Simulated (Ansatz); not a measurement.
fluoromethane (CH3F), singlet, geometry from GFN2-xTB; MP2/6-31G** (Ansatz, a program for electronic structure).

Input for Ansatz:
Ansatz 0.2 input:
```yaml
crystal:
  periodic: [false, false, false]
  atoms:
    - {symbol: C, position_ang: [-0.61381076, 0.09837073, 0.07127920]}
    - {symbol: F, position_ang: [0.72439532, -0.11609326, -0.08412091]}
    - {symbol: H, position_ang: [-0.86205911, -0.06032531, 1.12128664]}
    - {symbol: H, position_ang: [-0.82870216, 1.12501025, -0.22731794]}
    - {symbol: H, position_ang: [-1.14593208, -0.61006993, -0.56455569]}
basis:
  gaussian:
    orbitals: 6-31G__.json
magnetization: {spin_polarized: false}
correlation: {method: mp2}
```
The basis file holds 6-31G** in the JSON format of the Basis Set Exchange.

It wrote (shortened):

```
Functional definition: HF
425 factors; integrals over basis functions are off by at most 1.2e-3 eV
mean field evaluation 1: about -3782.6406 eV, gradient 2.0e1 eV
mean field evaluation 2: about -3782.6445 eV, gradient 2.0e1 eV
mean field evaluation 4: about -3783.4444 eV, gradient 2.0e0 eV
mean field evaluation 8: about -3783.4542 eV, gradient 1.5e-4 eV
mean field -3783.45424307 eV, -139.0393789154 hartree, gradient 5.6e-6 eV, S^2 0.000000; 0 other end points of the search recorded, 0 dependent functions left out
2 core orbitals not correlated
reference -3783.45424307 eV, -139.0393789154 hartree; 7, 7 occupied and 36, 36 virtual orbitals, 425 factors
second order -8.70290265 eV of doubles, -0.00000000 eV of singles
Total energy: -3792.15714572 eV, -139.3592046889 hartree
```
